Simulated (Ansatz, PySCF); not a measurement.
Gas-phase reaction in SMILES: FC(F)(F)C(Cl)Cl → FC(F)(F)[C](Cl)Cl + H atom (the C-H bond at the site shown breaks; other sites are not compared here)
Geometries: B3LYP-D3(BJ)/def2-TZVP minima from Ansatz (a program for electronic structure), one conformer each, not searched for the lowest.
Geometry of the first species:
SMILES: FC(F)(F)C(Cl)Cl
```xyz
8

F     -1.4915     1.0410    -0.9202
C     -0.9883    -0.0126    -0.2593
F     -1.4896    -1.1223    -0.8226
F     -1.4050     0.0442     1.0056
C      0.5437    -0.0165    -0.3771
Cl     1.2172    -1.4535     0.4159
Cl     1.2146     1.4872     0.2831
H      0.8028    -0.0639    -1.4299
```

Wanted: bond dissociation energy (electronic energy difference), in kcal/mol. Valence correlation only, unless marked. Open shells are spin-unrestricted. Spin-orbit coupling is left out. Non-relativistic. Basis-set limits of correlation are two-point, X^-3; Hartree-Fock from the larger set. [CCSD(T)-MP2]/basis is that difference in the basis named.

Level to compare with: RI-MP2/CBS(cc-pV(T+d)Z,cc-pV(Q+d)Z)+[CCSD(T)-MP2]/cc-pV(T+d)Z (Ansatz), 103.4 kcal/mol. It is a level with limits of its own, and the differences hold the functionals' basis error too.

Q: Rank these functionals by how close they come to RI-MP2/CBS(cc-pV(T+d)Z,cc-pV(Q+d)Z)+[CCSD(T)-MP2]/cc-pV(T+d)Z, closest first: SVWN5/def2-TZVPD (Ansatz); M06-2X/def2-TZVPD (PySCF); PBE0/def2-TZVPD (Ansatz).

A: SVWN5/def2-TZVPD (LDA, 104.3 kcal/mol, difference 0.9), M06-2X/def2-TZVPD (hybrid meta-GGA, 101.3 kcal/mol, difference -2.1), PBE0/def2-TZVPD (global hybrid, 95.9 kcal/mol, difference -7.5)
